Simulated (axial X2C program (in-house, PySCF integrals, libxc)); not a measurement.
# Curves of CuTe by EOM-IP-CCSD

Calculated with an in-house all-electron X2C program for linear molecules (integrals from PySCF): two-component X2C with atomic mean-field Coulomb and Gaunt terms, Gaussian nuclei, basis Te dyall-acv3z, Cu dyall-acv3z with contracted cores.

Energies in eV from the lowest point of the lowest state; states are followed by energy order within each Ω. Reference: CuTe⁻, 18 electrons correlated in 84 virtual spinors with an MP2 remainder; levels at this size can be off by some tenths of an eV. Masses 129.906 and 62.930 u.

| R (Å) | (1)Ω=3/2 | (1)Ω=1/2 | (2)Ω=1/2 | (1)Ω=5/2 |
| --- | --- | --- | --- | --- |
| 2.162 | 0.2976 | 0.6777 | 1.9915 | 3.6797 |
| 2.256 | 0.0791 | 0.4656 | 1.7876 | 3.4591 |
| 2.350 | 0.0000 | 0.3914 | 1.7129 | 3.4004 |
| 2.456 | 0.0231 | 0.4182 | 1.7269 | 3.4618 |
| 2.562 | 0.1239 | 0.5206 | 1.8037 | 3.6054 |
| 2.703 | 0.3314 | 0.7270 | 1.9592 | 3.8595 |

(1) Fit the curves (1)Ω=3/2, (1)Ω=1/2, (2)Ω=1/2, (1)Ω=5/2 near their minima.

For CuTe⁻ at CCSD, and between the minima:

Re = 2.358 Å, ωe = 249.4 cm⁻¹; removing the electron costs 1.754 eV without zero-point terms.

T1 of the reference reaches 0.033 (Lee–Taylor). Curves followed by order can swap character. Number of frozen shells: Te 4 s, 3 p, 2 d; Cu 3 s, 2 p. Roots with under 60 % one-particle weight at any point are counted in the labels but not shown, and the list ends where the roots sought for some Ω run out; states that need a further excitation are missing and may lie low or lowest. Curves with a minimum but no constants failed the fit check.

## Answers

(1) At EOM-IP-CCSD from CuTe⁻ (the fit fixes ωe to about one per cent; ωe of higher roots by this method can be off by ten per cent):

```json
{"state": "(1)Ω=3/2", "Te (cm⁻¹)": "0", "Re (Å)": "2.377", "ωe (cm⁻¹)": "247.2"}
{"state": "(1)Ω=1/2", "Te (cm⁻¹)": "3170", "Re (Å)": "2.373", "ωe (cm⁻¹)": "247.0"}
{"state": "(2)Ω=1/2", "Te (cm⁻¹)": "13810", "Re (Å)": "2.383", "ωe (cm⁻¹)": "225.2"}
{"state": "(1)Ω=5/2", "Te (cm⁻¹)": "27450", "Re (Å)": "2.347", "ωe (cm⁻¹)": "280.6"}
```
